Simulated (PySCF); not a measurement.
**Cl (chlorine, neutral) across methods**

[Ne] 3s2 3p5, 2P determinant. Calculation: PySCF 2.14, in dyall-acv3z (19s12p6d4f, 113 functions); the non-relativistic Hamiltonian (point nucleus).

| method | E (hartree) | mean ε 3s β (eV) | mean ε 3p α (eV) | mean ε 3p β (eV) | Σ⟨r²⟩ (bohr²) | ⟨S²⟩ |
| --- | --- | --- | --- | --- | --- | --- |
| M06-2X | -460.1480 | -23.872 | -11.924 | -10.935 | 27.65 | 0.753 |
| r2SCAN | -460.1311 | -20.367 | -9.475 | -8.455 | 27.54 | 0.756 |
| PW91 | -460.1505 | -19.913 | -9.076 | -8.191 | 27.77 | 0.753 |
| UHF | -459.48944 | -27.605 | -14.394 | -13.086 | 27.63 | 0.761 |
| LC-wPBE | -460.0413 | -25.310 | -13.524 | -12.577 | 27.45 | 0.754 |
| PBE0 | -460.0115 | -22.067 | -10.579 | -9.603 | 27.58 | 0.754 |
| LDA | -458.6699 | -19.983 | -9.103 | -8.209 | 27.86 | 0.752 |

Estimate the same row for PBE.

E (hartree) = -459.9740; mean ε 3s β (eV) = -19.858; mean ε 3p α (eV) = -9.027; mean ε 3p β (eV) = -8.134; Σ⟨r²⟩ (bohr²) = 27.78; ⟨S²⟩ = 0.753.
